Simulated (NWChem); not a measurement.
# A calculation on H₃FSi

SMILES: [SiH3]F
```xyz
5

Si     0.4940    -0.1169     0.0000
F     -1.0869     0.2572     0.0000
H      0.7926    -0.9128     1.2224
H      0.7926    -0.9128    -1.2224
H      1.2802     1.1475     0.0000
```
Charge 0, spin multiplicity 1.

All runs are NWChem calculations. Structure: optimised with PBE0/def2-SVP, a minimum by its harmonic frequencies.

Symmetry labels belong to the abelian group Cs used in the runs, with the axes of the coordinates shown; states degenerate in a higher group split over its labels.

The structure started from a generated list of species.

List the lowest 5 singlet excitations that CIS/def2-SVPD gives, with oscillator strengths.


```csv
state,symmetry,energy (eV),wavelength (nm),f
1,a',9.31,133,0.017
2,a",9.31,133,0.017
3,a",10.26,121,0.000
4,a',10.59,117,0.312
5,a",10.59,117,0.313
```
